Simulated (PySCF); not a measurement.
C2H5Se2, SMILES C[Se][Se][CH2], multiplicity 2. Geometry: PBE0-D3(BJ)/def2-SVP. The isomer is the one that the SMILES or the coordinates give; other isomers of the formula were not compared. The values are those of a single conformer.

Computed equilibrium geometry at PBE0-D3(BJ)/def2-SVP (PySCF confirms it by a frequency run) as bond lengths and angles (one conformer of several):
Atoms: C1 Se2 Se3 C4 H5 H6 H7 H8 H9. Bonded distances (Å): C1–Se2 1.847, C1–H5 1.092, C1–H6 1.091, Se2–Se3 2.339, Se3–C4 1.949, C4–H7 1.100, C4–H8 1.097, C4–H9 1.097. Bond angles (°): Se2–C1–H5 117.8, Se2–C1–H6 120.8, H5–C1–H6 121.3, C1–Se2–Se3 101.8, Se2–Se3–C4 99.2, Se3–C4–H7 106.1, Se3–C4–H8 110.4, Se3–C4–H9 110.7, H7–C4–H8 109.4, H7–C4–H9 109.6, H8–C4–H9 110.6.
Charge 0, spin multiplicity 2.
